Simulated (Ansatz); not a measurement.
Ansatz (a first-principles code) input (CCSD(T)/aug-cc-pVDZ):

Ansatz 0.2 input:
```yaml
crystal:
  periodic: [false, false, false]
  atoms:
    - {symbol: F, position_ang: [-1.54946488, -0.87536359, 0.71204045]}
    - {symbol: B, position_ang: [-0.85628416, -0.04575107, -0.04897713]}
    - {symbol: F, position_ang: [-1.54260940, 0.71015474, -0.88889872]}
    - {symbol: B, position_ang: [0.85628416, 0.04575107, 0.04897713]}
    - {symbol: F, position_ang: [1.63388106, -0.71561988, -0.70173022]}
    - {symbol: F, position_ang: [1.45819322, 0.88082873, 0.87858849]}
basis:
  gaussian:
    orbitals: aug-cc-pVDZ
magnetization: {spin_polarized: false}
correlation: {method: ccsd_t, electrons: outside_noble_gas}
output: {forces: true}
```

Output:

```
Functional definition: HF
integrals: 0.32 GiB planned
1296 factors; integrals over basis functions are off by at most 1.4e-4 eV
mean field: 0.65 GiB planned
mean field evaluation 1: about -12170.6736 eV, gradient 4.4e1 eV
mean field evaluation 2: about -12170.8888 eV, gradient 4.5e1 eV
mean field evaluation 4: about -12174.5023 eV, gradient 2.8e0 eV
mean field evaluation 8: about -12174.5468 eV, gradient 1.1e-1 eV
mean field evaluation 16: about -12173.1198 eV, gradient 2.7e1 eV
mean field -12174.54683627 eV, -447.4063440289 hartree, gradient 2.4e-6 eV, S^2 0.000000; 0 other end points of the search recorded, 0 dependent functions left out
6 core orbitals not correlated
reference -12174.54683627 eV, -447.4063440289 hartree; 17, 17 occupied and 115, 115 virtual orbitals, 1296 factors
densities: 1.91 GiB planned
second order -26.05491103 eV of doubles, -0.00000000 eV of singles
coupled cluster: 1.12 GiB planned
cycle   1  -25.71211939 eV  change    3.4e-1 eV  update   1.3e-1
cycle   2  -26.28466047 eV  change   -5.7e-1 eV  update   3.5e-2
cycle   3  -26.42320751 eV  change   -1.4e-1 eV  update   1.9e-2
cycle   4  -26.41084218 eV  change    1.2e-2 eV  update   4.2e-3
cycle   5  -26.40462100 eV  change    6.2e-3 eV  update   1.9e-3
cycle   6  -26.40589578 eV  change   -1.3e-3 eV  update   5.0e-4
cycle   7  -26.40610495 eV  change   -2.1e-4 eV  update   1.4e-4
cycle   8  -26.40595846 eV  change    1.5e-4 eV  update   4.1e-5
cycle   9  -26.40594533 eV  change    1.3e-5 eV  update   1.3e-5
cycle  10  -26.40596132 eV  change   -1.6e-5 eV  update   4.3e-6
perturbative correction -0.66750722 eV, -0.0245304380 hartree
the calculation of the forces begins
Total energy: -12201.62030481 eV, -448.4012756467 hartree
Atom 0 at    -1.549465    -0.875364     0.712040 Å, force    -0.629984    -0.763368     0.701123 eV/Å
Atom 1 at    -0.856284    -0.045751    -0.048977 Å, force     1.037371     0.055426     0.059335 eV/Å
Atom 2 at    -1.542609     0.710155    -0.888899 Å, force    -0.623673     0.696386    -0.772829 eV/Å
Atom 3 at     0.856284     0.045751     0.048977 Å, force    -1.037371    -0.055426    -0.059335 eV/Å
Atom 4 at     1.633881    -0.715620    -0.701730 Å, force     0.707704    -0.701418    -0.691631 eV/Å
Atom 5 at     1.458193     0.880829     0.878588 Å, force     0.545952     0.768400     0.763336 eV/Å
Dipole moment:     0.000000    -0.000000     0.000000 e Å
```
